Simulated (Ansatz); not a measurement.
Cu4H5, relaxed as a doublet with UKS r2SCAN-D4/def2-SVP in Ansatz, starting from the GFN2-xTB geometry. Force threshold 0.02 eV/Å.

In the doublet, H5 and H9 lie 0.84 Å apart (atoms count from 1), so H2 has formed as a molecule. The relaxation made no stability test and no search for a lower SCF solution. No other spin state of charge 0 was run. Another isomer (doublet) lies 0.33 eV lower at PBE0-D4/def2-TZVP; other spin states weren't run for this one.

Start:

```xyz
9

Cu    0.935    0.392   -0.705
Cu    1.145   -1.479    0.874
Cu   -1.407   -0.215    0.590
Cu   -1.206    1.590   -1.789
H     2.143   -2.348    1.630
H    -1.765    2.631   -2.578
H    -2.824   -0.162    1.338
H     1.921    1.313   -1.649
H     1.058   -1.722    2.289
```

**Question.** Estimate the energy that the relaxation releases and the steps that it takes.

**Answer.** 492.3 kJ/mol, in 25 steps; 3.9 min on 4 threads of Arm Neoverse V1 on a shared host. No frequencies were taken in this run, so the end may be a saddle point.

**Question.** Does the start keep its bonding?

**Answer.** Bonds formed: Cu2–H7, Cu3–H6, Cu4–H8 (atoms count from 1).

**Question.** Predict the relaxed structure.

**Answer.** 
```xyz
9

Cu    1.1877    0.3184   -0.7302
Cu    0.1803   -0.9416    1.0198
Cu   -1.3142    0.4229   -0.1167
Cu   -0.3116    1.6615   -1.8108
H     1.4318   -1.7963    1.6526
H    -1.8126    1.5573   -1.2557
H    -1.4210   -0.6311    1.1212
H     1.2610    1.4597   -2.0194
H     0.7985   -2.0508    2.1392
```
Bond lengths (bridged metal pairs left out): 2 × Cu–Cu 2.38 to 2.58 Å; 8 × Cu–H 1.60 to 1.72 Å.
